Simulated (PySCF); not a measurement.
A structure optimised at PBE0-D3(BJ)/def2-SVP, used in a PySCF frequency run:

```xyz
8

C     -0.1344    -2.9693     0.0000
C      0.0918    -1.7775     0.0000
C      0.4340    -0.3987     0.0000
N     -0.4662     0.5172     0.0000
C     -0.1236     1.8001     0.0000
N      0.0712     2.9481     0.0000
H     -0.3536    -4.0226     0.0000
H      1.5123    -0.1626     0.0000
```

Problem. Write its SMILES, formula and point group.

Solution. C#C/C=N/C#N, C₄H₂N₂, Cs

Problem. What are its rotational constants (standard atomic weights)?

Solution. 60.961, 1.5489, 1.5105 GHz
